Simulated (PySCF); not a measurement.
Record of a relaxation.

Compound: C5H5F5S.
SMILES with atom numbers: `[CH3:1][C@H:2]([CH:3]=[S:4])[C:5]([F:6])([F:7])[C:8]([F:9])([F:10])[F:11]` (hydrogens: H12, H13, H14 on C1; H15 on C2; H16 on C3)

Method: PySCF, PBE0-D3(BJ)/def2-SVP geometry optimisation, gas phase; density fitting, grid level 1; the optimiser is geomeTRIC in internal coordinates, started from a GFN2-xTB structure with every atom displaced at random (about 0.01 Å). The frame can shift and turn from step to step; on so coarse a grid that alone can change the energy by a few meV, and forces under 0.02 eV/Å are noise.

Step 0: E = -29645.8709 eV, largest atomic force 1.974 eV/Å
```
atom  x, y, z in Å  |  force x, y, z in eV/Å
C1     -1.553    1.042    0.451   -1.351   1.107  -0.920
C2     -0.506    0.268   -0.314    0.419  -0.197   0.683
C3     -1.032   -1.107   -0.607    0.578   0.676   0.241
S4     -1.450   -1.581   -2.064   -0.445  -0.497  -0.960
C5      0.775    0.206    0.524    0.637   0.357   0.461
F6      0.564   -0.421    1.708   -0.037  -0.151  -0.501
F7      1.213    1.456    0.854   -0.308  -0.457  -0.494
C8      1.964   -0.498   -0.197   -0.424  -0.662   0.553
F9      3.082   -0.420    0.512   -0.229   0.140  -0.122
F10     1.675   -1.800   -0.370    0.102   0.387   0.134
F11     2.150    0.036   -1.385    0.182   0.298  -0.308
H12    -1.805    0.583    1.397   -0.125  -0.359   0.511
H13    -2.502    1.135   -0.168    0.936  -0.240   0.603
H14    -1.233    2.077    0.654    0.152  -0.148  -0.002
H15    -0.261    0.774   -1.248    0.064   0.102  -0.284
H16    -1.101   -1.753    0.265   -0.151  -0.357   0.406
```

Step 1: E = -29645.9568 eV, largest atomic force 0.428 eV/Å
```
atom  x, y, z in Å  |  force x, y, z in eV/Å
C1     -1.717    0.838    0.256    0.135  -0.066   0.058
C2     -0.496    0.148   -0.374    0.002   0.100  -0.111
C3     -0.842   -1.276   -0.678   -0.005  -0.147  -0.056
S4     -1.214   -1.834   -2.147    0.044   0.009   0.111
C5      0.691    0.292    0.568   -0.238  -0.016  -0.031
F6      0.449   -0.383    1.712    0.112   0.018   0.072
F7      0.826    1.597    0.870    0.223   0.083   0.126
C8      2.061   -0.183    0.042    0.135   0.406  -0.021
F9      3.014    0.191    0.890   -0.111  -0.148  -0.085
F10     2.094   -1.499   -0.089   -0.071  -0.121  -0.008
F11     2.314    0.373   -1.142   -0.073  -0.078   0.098
H12    -1.968    0.392    1.232    0.011   0.014  -0.078
H13    -2.562    0.700   -0.424   -0.210   0.094  -0.036
H14    -1.524    1.912    0.398   -0.027  -0.122  -0.036
H15    -0.245    0.659   -1.317    0.042  -0.030   0.035
H16    -0.899   -1.935    0.206    0.031   0.003  -0.040
```

Step 2: E = -29645.9775 eV, largest atomic force 0.177 eV/Å
```
atom  x, y, z in Å  |  force x, y, z in eV/Å
C1     -1.739    0.834    0.246    0.067  -0.099  -0.044
C2     -0.494    0.169   -0.366   -0.112   0.116   0.008
C3     -0.800   -1.268   -0.668    0.036  -0.143   0.047
S4     -1.123   -1.873   -2.127    0.004   0.084   0.022
C5      0.688    0.316    0.587    0.046  -0.012  -0.005
F6      0.467   -0.367    1.731   -0.053   0.078  -0.003
F7      0.875    1.613    0.905   -0.129  -0.028  -0.017
C8      2.030   -0.186    0.026    0.083   0.156  -0.007
F9      3.015    0.125    0.858   -0.033  -0.044  -0.081
F10     2.001   -1.501   -0.127    0.019  -0.156  -0.032
F11     2.269    0.377   -1.156    0.040  -0.012   0.064
H12    -1.993    0.380    1.214   -0.008  -0.012  -0.002
H13    -2.591    0.708   -0.437    0.027   0.033   0.021
H14    -1.557    1.905    0.398    0.009   0.036   0.016
H15    -0.232    0.681   -1.304    0.020  -0.005   0.007
H16    -0.837   -1.920    0.222   -0.013   0.009   0.007
```

Step 3: E = -29645.9792 eV, largest atomic force 0.161 eV/Å
```
atom  x, y, z in Å  |  force x, y, z in eV/Å
C1     -1.738    0.828    0.245    0.025  -0.029  -0.021
C2     -0.496    0.165   -0.366   -0.042   0.022   0.154
C3     -0.793   -1.278   -0.656   -0.001   0.085  -0.136
S4     -1.114   -1.838   -2.132   -0.032  -0.121  -0.011
C5      0.685    0.323    0.584    0.034   0.019   0.016
F6      0.460   -0.345    1.736   -0.001   0.007  -0.002
F7      0.862    1.623    0.892   -0.016  -0.009  -0.041
C8      2.030   -0.186    0.026    0.053   0.068   0.011
F9      3.017    0.116    0.855   -0.018  -0.001   0.004
F10     1.994   -1.504   -0.127   -0.019  -0.067  -0.015
F11     2.277    0.372   -1.155   -0.008   0.011   0.026
H12    -1.991    0.373    1.213   -0.013  -0.009   0.008
H13    -2.594    0.709   -0.434    0.041   0.006   0.002
H14    -1.554    1.899    0.400    0.002   0.028   0.023
H15    -0.231    0.671   -1.306   -0.008  -0.028  -0.009
H16    -0.834   -1.937    0.227    0.004   0.017  -0.010
```

Step 4: E = -29645.9818 eV, largest atomic force 0.079 eV/Å
```
atom  x, y, z in Å  |  force x, y, z in eV/Å
C1     -1.733    0.827    0.248   -0.015   0.017   0.001
C2     -0.496    0.165   -0.370   -0.008  -0.057  -0.054
C3     -0.796   -1.277   -0.667   -0.018   0.007   0.033
S4     -1.132   -1.874   -2.126    0.008   0.028  -0.008
C5      0.683    0.323    0.580    0.006  -0.010   0.012
F6      0.451   -0.340    1.733    0.043  -0.026   0.004
F7      0.848    1.625    0.885    0.070   0.015  -0.034
C8      2.034   -0.182    0.028    0.013   0.013   0.018
F9      3.016    0.114    0.865   -0.013   0.004   0.044
F10     2.001   -1.502   -0.134   -0.036   0.025  -0.002
F11     2.292    0.384   -1.146   -0.037   0.010   0.003
H12    -1.989    0.362    1.210   -0.009  -0.007  -0.004
H13    -2.588    0.721   -0.433    0.000   0.002  -0.016
H14    -1.545    1.897    0.415   -0.003  -0.013   0.013
H15    -0.232    0.674   -1.309   -0.012   0.001  -0.022
H16    -0.833   -1.926    0.224    0.010  -0.007   0.013
```

Step 5: E = -29645.9832 eV, largest atomic force 0.032 eV/Å
```
atom  x, y, z in Å  |  force x, y, z in eV/Å
C1     -1.734    0.826    0.246   -0.005   0.011   0.006
C2     -0.496    0.164   -0.370    0.016  -0.021  -0.004
C3     -0.797   -1.278   -0.665    0.001   0.000   0.021
S4     -1.134   -1.870   -2.126    0.002   0.012   0.001
C5      0.686    0.325    0.580    0.003  -0.009  -0.006
F6      0.459   -0.337    1.735   -0.003   0.008   0.004
F7      0.858    1.627    0.878    0.001   0.018  -0.009
C8      2.034   -0.181    0.030   -0.032   0.005   0.005
F9      3.013    0.113    0.871    0.000  -0.018  -0.005
F10     1.995   -1.500   -0.134    0.015   0.015  -0.011
F11     2.290    0.387   -1.143    0.015  -0.005   0.007
H12    -1.995    0.358    1.207   -0.006  -0.006  -0.007
H13    -2.586    0.720   -0.439   -0.007   0.007  -0.011
H14    -1.547    1.894    0.418    0.003  -0.010   0.009
H15    -0.234    0.671   -1.310   -0.006   0.000  -0.004
H16    -0.832   -1.928    0.225    0.004  -0.005   0.003
```

Step 6: E = -29645.9840 eV, largest atomic force 0.033 eV/Å
```
atom  x, y, z in Å  |  force x, y, z in eV/Å
C1     -1.737    0.823    0.244   -0.011   0.007   0.002
C2     -0.497    0.164   -0.370    0.023  -0.009   0.014
C3     -0.795   -1.280   -0.662    0.007   0.003   0.008
S4     -1.134   -1.870   -2.122   -0.005  -0.004   0.000
C5      0.686    0.328    0.579   -0.003   0.001  -0.011
F6      0.460   -0.327    1.737   -0.007   0.015   0.003
F7      0.860    1.633    0.869   -0.014   0.006  -0.002
C8      2.034   -0.180    0.032   -0.013  -0.029  -0.010
F9      3.011    0.104    0.878    0.009  -0.001   0.008
F10     1.990   -1.498   -0.139    0.006   0.005  -0.004
F11     2.297    0.392   -1.138    0.009   0.011  -0.002
H12    -2.003    0.350    1.200   -0.005  -0.006  -0.006
H13    -2.585    0.724   -0.446    0.004   0.005  -0.004
H14    -1.549    1.890    0.424    0.006  -0.002   0.007
H15    -0.235    0.669   -1.312   -0.006  -0.001   0.000
H16    -0.825   -1.930    0.229    0.001  -0.002  -0.003
```

Step 7: E = -29645.9847 eV, largest atomic force 0.051 eV/Å
```
atom  x, y, z in Å  |  force x, y, z in eV/Å
C1     -1.739    0.819    0.239   -0.016   0.006  -0.001
C2     -0.496    0.161   -0.372    0.024  -0.002   0.012
C3     -0.790   -1.284   -0.656    0.002   0.009  -0.001
S4     -1.141   -1.877   -2.113   -0.007  -0.014  -0.003
C5      0.686    0.336    0.576   -0.014   0.016  -0.005
F6      0.458   -0.305    1.742   -0.006   0.005   0.004
F7      0.860    1.644    0.849   -0.011  -0.006   0.006
C8      2.034   -0.178    0.037   -0.019  -0.047  -0.007
F9      3.004    0.089    0.896    0.019   0.004   0.006
F10     1.982   -1.494   -0.150    0.010   0.023   0.003
F11     2.314    0.406   -1.123    0.009   0.006  -0.009
H12    -2.020    0.330    1.183   -0.002  -0.003  -0.004
H13    -2.579    0.737   -0.463    0.008   0.001   0.001
H14    -1.546    1.881    0.440    0.006   0.003   0.001
H15    -0.237    0.663   -1.316   -0.004  -0.003   0.002
H16    -0.811   -1.933    0.235    0.001   0.001  -0.006
```

Step 8: E = -29645.9849 eV, largest atomic force 0.029 eV/Å
```
atom  x, y, z in Å  |  force x, y, z in eV/Å
C1     -1.739    0.818    0.235   -0.006   0.003  -0.001
C2     -0.495    0.159   -0.373    0.011   0.001   0.002
C3     -0.790   -1.286   -0.656    0.002   0.002   0.003
S4     -1.145   -1.882   -2.110   -0.004  -0.004   0.000
C5      0.685    0.337    0.576   -0.003   0.012  -0.001
F6      0.455   -0.300    1.743   -0.004   0.000  -0.001
F7      0.858    1.646    0.846   -0.006  -0.006   0.004
C8      2.035   -0.177    0.041   -0.002  -0.029  -0.006
F9      3.003    0.086    0.903    0.005   0.008   0.007
F10     1.984   -1.493   -0.150   -0.002   0.007   0.005
F11     2.319    0.409   -1.117    0.000   0.007  -0.008
H12    -2.028    0.326    1.175   -0.001  -0.001  -0.002
H13    -2.576    0.742   -0.473    0.003   0.001  -0.001
H14    -1.544    1.879    0.443    0.002   0.001   0.000
H15    -0.236    0.661   -1.317    0.001  -0.003   0.001
H16    -0.808   -1.933    0.237    0.002   0.000  -0.002
```

Step 9: E = -29645.9849 eV, largest atomic force under 0.02 eV/Å
```
atom  x, y, z in Å  |  force x, y, z in eV/Å
C1     -1.740    0.819    0.230    0.002  -0.001  -0.004
C2     -0.494    0.158   -0.374   -0.007   0.005  -0.006
C3     -0.788   -1.287   -0.655   -0.001  -0.004   0.002
S4     -1.148   -1.886   -2.107   -0.001   0.003   0.001
C5      0.684    0.338    0.577    0.002   0.004   0.003
F6      0.451   -0.298    1.745    0.001  -0.004  -0.001
F7      0.855    1.647    0.846    0.003  -0.005   0.002
C8      2.035   -0.177    0.045    0.004   0.006   0.006
F9      3.001    0.087    0.910   -0.003   0.002  -0.001
F10     1.985   -1.492   -0.147   -0.002  -0.002   0.003
F11     2.322    0.411   -1.111   -0.002  -0.002  -0.001
H12    -2.034    0.324    1.166   -0.001   0.000  -0.001
H13    -2.572    0.747   -0.483    0.000   0.001  -0.002
H14    -1.542    1.878    0.441   -0.001   0.000  -0.001
H15    -0.232    0.658   -1.318    0.003  -0.003  -0.002
H16    -0.804   -1.934    0.239    0.003   0.000   0.001
```

**Question.** Summarise the path.

**Answer.** The energy falls by 2.63 kcal/mol from step 0 to step 9; nine tenths of that is first reached at step 2. It falls at every step. The largest force goes from 1.974 to under 0.02 eV/Å. Among the bonds C1–H13 changes most, from 1.137 to 1.098 Å; the atoms move by 0.069 Å rms after alignment.

What follows is the cost of the whole optimisation. Hardware: one thread of an Arm Neoverse N1, no GPU, shared host with 64 logical CPUs at a one-minute load of 60. Cost: 5.7 min wall, 0.80 GiB resident at most.
